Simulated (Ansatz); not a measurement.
Consider the ligand exchange at a Ga–C bond: `B[CH2][GaH2]` + `[AsH3]` → `[GaH2][AsH2]` + `BC`.

Program: Ansatz. Geometries: PBE0-D4/def2-TZVP. ΔE: electronic, gas phase. CCSD(T)/CBS is the MP2 limit (def2-TZVPP, def2-QZVPP) plus CCSD(T) − MP2 in def2-TZVPP, frozen cores. This one scheme is used for every species. DFT in def2-TZVPP. B3LYP here is the variant with VWN-RPA as its local correlation; programs differ in this. For As, Ga outer-core shells are correlated without core-valence functions, which leaves a few kJ/mol of doubt a bond. Scalar relativity is left out up to krypton.

| level | ΔE (eV) |
| --- | --- |
| B3LYP-D4 | -0.44 |
| ωB97X-V | -0.42 |
| PBE-QIDH | -0.44 |
| PBE0 | -0.46 |

(1) What does CCSD(T)/CBS give? (An estimate is asked.)

Largest T1 diagnostic among the species: 0.012.

Answers

(1) The calculation gave: -0.39 eV. The listed levels differ from it by -0.05, -0.03, -0.05, -0.07 eV.

Leaving LDA and LC-ωPBE aside and taking each functional with its dispersion term where it has one, the values, not all of them listed here, spread over 0.09 eV, from BHLYP-D4 to B97M-V. LDA lies +0.07 eV from PBE without D4. From BLYP to BHLYP (50 % exact exchange), in def2-TZVPP and without D4, ΔE moves by −0.04 eV. In def2-TZVPP, CCSD(T) changes the Hartree–Fock value by +0.17 eV (the triples alone add +0.02 eV) and MP2 by +0.16 eV.
